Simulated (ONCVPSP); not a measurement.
## Tl: one change to an ONCV potential, before and after

| Quantity | Value |
| --- | --- |
| Element | Tl (Z = 81) |
| Generator | ONCVPSP 4.0.1 |
| Type | optimised norm-conserving Vanderbilt (ONCV) |
| Functional | PBEsol |
| Relativity | scalar-relativistic |
| Frozen core | [Xe] 4f14 |
| Valence charge | 13 |
| Reference configuration | 5d10 6s2 6p1 |
| Partial waves | 6s: rc 2.00 bohr, ncon 4, nbas 9, qcut 3 1/bohr, 2 projectors, debl 1.4 Ha; 6p: rc 2.20 bohr, ncon 5, nbas 8, qcut 3 1/bohr, 1 projector; 5d: rc 1.50 bohr, ncon 5, nbas 10, qcut 10.2 1/bohr, 1 projector |
| Local potential | polynomial inside 1.50 bohr (lpopt 5, dvloc0 6 Ha) |
| Core correction | Teter function, fcfact 1.75, rcfact 1.5 |

Change: functional PBE.

Cutoffs: the cutoffs (Ha) at which the residual kinetic energy of the hardest occupied pseudo-wave falls to 1 and 0.1 mHa per electron; they do not see the model core or the augmentation charge, which bear on the density cutoff. Errors are all-electron minus pseudo energies relative to the spin-unpolarised reference configuration.

Task: What does the change do?

Result: The potential gets neither clearly harder nor softer (25 Ha and 49 Ha → 23 Ha and 49 Ha); the d channel sets the loose cutoff, while the largest relative change is in p, which becomes softer; of the 3 tests that both files solve, the error grows in 0 and shrinks in 1 by more than 15 % and 0.3 meV (median size 3.7 → 2.9 meV); neither file shows a bound ghost.

| quantity | base | changed |
| --- | --- | --- |
| cutoff, loose | 25 Ha | 23 Ha |
| cutoff, tight | 49 Ha | 49 Ha |
| loose cutoff by channel | s 9.9 Ha, p 25 Ha, d 23 Ha | s 9.8 Ha, p 21 Ha, d 23 Ha |
| bound ghosts | none | none |
| GHOST(+) flags under 300 eV | s at 51.4 eV | s at 50.8 eV |
| tests with a reliable result | 3 of 4 | 3 of 4 |
| error for 5d10 6s2 6p0, meV [ΔE 5.15 → 5.17 eV] | -3.7 | -2.9 |
| error for 5d10 6s1 6p0, meV [ΔE 25.99 → 25.95 eV] | -20 | -18 |
| error for 5d10 6s1 6p1, meV [ΔE 13.51 → 13.44 eV] | -1.6 | -1.6 |
| s: phases at 2.04 bohr within 0.05 rad from the reference energy up to (Ha; the scan ends near 5) | 1.9 | 1.8 |
| p: phases at 2.24 bohr within 0.05 rad from the reference energy up to (Ha; the scan ends near 5) | 0.4 | 0.4 |
| d: phases at 1.52 bohr within 0.05 rad from the reference energy up to (Ha; the scan ends near 5) | 3.6 | 3.7 |
| rms error of d²Exc/dni dnj with the model core, mHa | 1.48 | 1.32 |
